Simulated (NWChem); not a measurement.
Everything below was run with NWChem. System: C2H2F2, charge 0, spin multiplicity 1, displaced from the optimised geometry.

Input file:

```
start mol
memory heap 200 mb stack 900 mb global 1100 mb
geometry units angstroms nocenter noautoz
  C      0.000000     0.000000    -1.414207
  C      0.000000     0.000000    -0.061447
  F      1.101459     0.000000     0.710192
  F     -1.101459     0.000000     0.710192
  H     -0.964343     0.000000    -1.964767
  H      0.964343     0.000000    -1.964767
  symmetry group C2v
end
basis spherical
  * library def2-tzvp
end
dft
  xc becke88 perdew86
  semidirect memsize 60000000 filesize 0
  iterations 100
  convergence nodiis damp 40
end
task dft gradient
```

The output up to the point where the run's verdict is printed (cleaned and shortened):

```
             Northwest Computational Chemistry Package (NWChem) 7.3.0
             --------------------------------------------------------

                                NWChem Input Module
                                -------------------

 Scaling coordinates for geometry "geometry" by  1.889725989
 (inverse scale =  0.529177249)

 Turning off AUTOSYM since
 SYMMETRY directive was detected!

                             Geometry "geometry" -> ""
                             -------------------------

 Output coordinates in angstroms (scale by  1.889725989 to convert to a.u.)

  No.       Tag          Charge          X              Y              Z
 ---- ---------------- ---------- -------------- -------------- --------------
    1 C                    6.0000     0.00000000     0.00000000    -1.41420700
    2 C                    6.0000     0.00000000     0.00000000    -0.06144700
    3 F                    9.0000     1.10145900     0.00000000     0.71019200
    4 F                    9.0000    -1.10145900     0.00000000     0.71019200
    5 H                    1.0000    -0.96434300     0.00000000    -1.96476700
    6 H                    1.0000     0.96434300     0.00000000    -1.96476700

 Effective nuclear repulsion energy (a.u.)     115.2627884812

            Nuclear Dipole moment (a.u.)
            ----------------------------
        X                 Y               Z
 ---------------- ---------------- ----------------
     0.0000000000     0.0000000000    -0.0000037795

      Symmetry information
      --------------------

 Group name             C2v
 Group number             16
 Group order               4
 No. of unique centers     4

      Symmetry unique atoms

     1    2    3    5


 Summary of "ao basis" -> "" (spherical)
 ------------------------------------------------------------------------------
       Tag                 Description            Shells   Functions and Types
 ---------------- ------------------------------  ------  ---------------------
 *                         def2-tzvp                  on all atoms

  perdew86 is a nonlocal functional; adding perdew81 local functional.
[...]
 d= 0,ls=0.0         52   -192.3235895022 -3.93D+01  2.05D-01              11.0
 d= 0,ls=0.0         53   -152.9829274777  3.93D+01  2.05D-01              11.2
 d= 0,ls=0.0         54   -192.3235895022 -3.93D+01  2.05D-01              11.4
 d= 0,ls=0.0         55   -152.9829274777  3.93D+01  2.05D-01              11.6
 d= 0,ls=0.0         56   -192.3235895022 -3.93D+01  2.05D-01              11.8
 d= 0,ls=0.0         57   -152.9829274777  3.93D+01  2.05D-01              12.0
 d= 0,ls=0.0         58   -192.3235895022 -3.93D+01  2.05D-01              12.2
 d= 0,ls=0.0         59   -152.9829274777  3.93D+01  2.05D-01              12.4
 d= 0,ls=0.0         60   -192.3235895021 -3.93D+01  2.05D-01              12.6
 d= 0,ls=0.0         61   -152.9829274777  3.93D+01  2.05D-01              12.8
 d= 0,ls=0.0         62   -192.3235895022 -3.93D+01  2.05D-01              13.0
 d= 0,ls=0.0         63   -152.9829274777  3.93D+01  2.05D-01              13.2
 d= 0,ls=0.0         64   -192.3235895022 -3.93D+01  2.05D-01              13.4
 d= 0,ls=0.0         65   -152.9829274777  3.93D+01  2.05D-01              13.6
 d= 0,ls=0.0         66   -192.3235895021 -3.93D+01  2.05D-01              13.8
 d= 0,ls=0.0         67   -152.9829274777  3.93D+01  2.05D-01              14.0
 d= 0,ls=0.0         68   -192.3235895022 -3.93D+01  2.05D-01              14.2
 d= 0,ls=0.0         69   -152.9829274777  3.93D+01  2.05D-01              14.4
 d= 0,ls=0.0         70   -192.3235895022 -3.93D+01  2.05D-01              14.6
 d= 0,ls=0.0         71   -152.9829274777  3.93D+01  2.05D-01              14.8
 d= 0,ls=0.0         72   -192.3235895022 -3.93D+01  2.05D-01              15.0
 d= 0,ls=0.0         73   -152.9829274777  3.93D+01  2.05D-01              15.1
 d= 0,ls=0.0         74   -192.3235895022 -3.93D+01  2.05D-01              15.3
 d= 0,ls=0.0         75   -152.9829274777  3.93D+01  2.05D-01              15.5
 d= 0,ls=0.0         76   -192.3235895022 -3.93D+01  2.05D-01              15.7
 d= 0,ls=0.0         77   -152.9829274777  3.93D+01  2.05D-01              15.9
 d= 0,ls=0.0         78   -192.3235895022 -3.93D+01  2.05D-01              16.1
 d= 0,ls=0.0         79   -152.9829274777  3.93D+01  2.05D-01              16.3
 d= 0,ls=0.0         80   -192.3235895021 -3.93D+01  2.05D-01              16.5
 d= 0,ls=0.0         81   -152.9829274777  3.93D+01  2.05D-01              16.7
 d= 0,ls=0.0         82   -192.3235895022 -3.93D+01  2.05D-01              16.9
 d= 0,ls=0.0         83   -152.9829274777  3.93D+01  2.05D-01              17.1
 d= 0,ls=0.0         84   -192.3235895021 -3.93D+01  2.05D-01              17.3
 d= 0,ls=0.0         85   -152.9829274777  3.93D+01  2.05D-01              17.5
 d= 0,ls=0.0         86   -192.3235895022 -3.93D+01  2.05D-01              17.7
 d= 0,ls=0.0         87   -152.9829274777  3.93D+01  2.05D-01              17.9
 d= 0,ls=0.0         88   -192.3235895021 -3.93D+01  2.05D-01              18.1
 d= 0,ls=0.0         89   -152.9829274777  3.93D+01  2.05D-01              18.3
 d= 0,ls=0.0         90   -192.3235895022 -3.93D+01  2.05D-01              18.5
 d= 0,ls=0.0         91   -152.9829274777  3.93D+01  2.05D-01              18.7
 d= 0,ls=0.0         92   -192.3235895021 -3.93D+01  2.05D-01              18.9
 d= 0,ls=0.0         93   -152.9829274777  3.93D+01  2.05D-01              19.1
 d= 0,ls=0.0         94   -192.3235895021 -3.93D+01  2.05D-01              19.3
 d= 0,ls=0.0         95   -152.9829274777  3.93D+01  2.05D-01              19.5
 d= 0,ls=0.0         96   -192.3235895021 -3.93D+01  2.05D-01              19.6
 d= 0,ls=0.0         97   -152.9829274777  3.93D+01  2.05D-01              19.8
 d= 0,ls=0.0         98   -192.3235895022 -3.93D+01  2.05D-01              20.0
 d= 0,ls=0.0         99   -152.9829274777  3.93D+01  2.05D-01              20.2
 d= 0,ls=0.0        100   -192.3235895021 -3.93D+01  2.05D-01              20.4
```

Convergence was not reached. The next line reads: Calculation failed to converge. NWChem stopped with the message: dft gradient failed.
